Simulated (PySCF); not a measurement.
This PySCF input asks for the NMR shieldings of `C#Cc1cc(F)cc(Br)c1`, C8H4BrF; the geometry comes from GFN2-xTB.

```python
import basis_set_exchange as bse
import numpy as np
from pyscf import gto, dft
from pyscf.prop import nmr

atoms = """
C     3.334928    0.058194    0.507586
C     2.149112    0.017788    0.326380
C     0.750302   -0.021307    0.113742
C     0.088663   -1.246375    0.038799
C    -1.276363   -1.248538   -0.170086
F    -1.923086   -2.425206   -0.241449
C    -2.009376   -0.082067   -0.309371
C    -1.327820    1.121357   -0.229395
Br   -2.301304    2.747258   -0.411486
C     0.037563    1.170481   -0.021080
H     4.371686    0.089248    0.666201
H     0.627095   -2.174906    0.141937
H    -3.074052   -0.123314   -0.472649
H     0.551974    2.116914    0.038704
"""
names = dict.fromkeys(["C", "F", "Br", "H"], "pcSseg-1")
basis = {el: gto.basis.parse(bse.get_basis(n, elements=[el], fmt="nwchem")) for el, n in names.items()}
mol = gto.M(atom=atoms, basis=basis, charge=0, verbose=0)
mf = dft.RKS(mol, xc="PBE0")
mf.grids.level = 2
mf.grids.alignment = dft.numint.BLKSIZE   # the property module wants whole blocks of grid points
mf.conv_tol = 1e-9
mf.kernel()

calc = nmr.RKS(mf)   # GIAO
C = mf.mo_coeff
Co = C[:, mf.mo_occ > 0]
resp = mf.gen_response(singlet=True, hermi=2)
def vind(x):   # induced exchange potential for any number of trial vectors
    d = np.einsum("pi,xij,qj->xpq", C, 2 * x.reshape(-1, C.shape[1], Co.shape[1]), Co, optimize=True)
    return np.einsum("xpq,pi,qj->xij", resp(d - d.transpose(0, 2, 1)), C, Co, optimize=True).ravel()
mo1, _ = nmr.rhf.solve_mo1(calc, with_cphf=vind)
sigma = calc.kernel(mo1)
for i, s in enumerate(sigma):   # ppm
    w = np.linalg.eigvalsh((s + s.T) / 2)
    print("%2d %-2s iso %8.1f  s11 %8.1f  s22 %8.1f  s33 %8.1f" % (i, mol.atom_pure_symbol(i), w.mean(), *w))
```

Task: What does it print?

Result: 
```
 0 C  iso     96.4  s11     37.0  s22     45.0  s33    207.3
 1 C  iso    100.0  s11     -6.3  s22      6.0  s33    300.2
 2 C  iso     57.2  s11    -40.0  s22     44.6  s33    167.0
 3 C  iso     61.8  s11    -20.1  s22     44.0  s33    161.6
 4 C  iso     14.8  s11    -70.3  s22     30.0  s33     84.7
 5 F  iso    284.4  s11    206.8  s22    295.9  s33    350.6
 6 C  iso     60.6  s11    -18.7  s22     53.0  s33    147.4
 7 C  iso     40.9  s11    -50.7  s22     47.7  s33    125.6
 8 Br iso   1956.3  s11   1463.9  s22   1498.3  s33   2906.7
 9 C  iso     48.5  s11    -47.3  s22     44.9  s33    148.0
10 H  iso     28.8  s11     24.4  s22     25.1  s33     36.9
11 H  iso     24.3  s11     20.5  s22     24.2  s33     28.1
12 H  iso     24.2  s11     19.3  s22     23.5  s33     29.9
13 H  iso     24.0  s11     18.8  s22     22.4  s33     30.8
```

These numbers come from an equivalent density-fitted implementation of the same equations, which agrees with the script to about 0.01 ppm for H and up to a few tenths of a ppm for heavy atoms, so last digits may differ.

Relativistic effects, spin–orbit coupling among them, are left out; they matter for Br and for the light atoms bonded to it.

Size and cost of the density-fitted run: 214 basis functions, 35 s wall time on 1 thread of an x86-64 server CPU, shared host.
